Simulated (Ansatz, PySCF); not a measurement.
Caution: the highest occupied level lies above zero, so the state may not be bound. This triplet is an excited state, 0.84 eV above the relaxed singlet at the level frozen-core CCSD(T)/aug-cc-pVTZ // B3LYP-D3(BJ)/def2-TZVPD (Ansatz, a quantum-chemistry and plane-wave program).

```xyz
4

N      1.9964    -0.4385     0.7534
C      0.9196    -0.0348     0.5673
Al    -0.8603     0.7620     0.2642
H     -2.0556    -0.2886     0.0283
```

Charge -1, multiplicity 3.

Give the Mulliken and meta-Löwdin atomic charges from PBE-D3(BJ)/def2-TZVPD // B3LYP-D3(BJ)/def2-TZVPD (PySCF).


| atom | Mulliken (e) | meta-Löwdin (e) |
|---|---|---|
| N1 | -0.43 | -0.33 |
| C2 | 0.19 | -0.14 |
| Al3 | -0.71 | -0.40 |
| H4 | -0.05 | -0.14 |
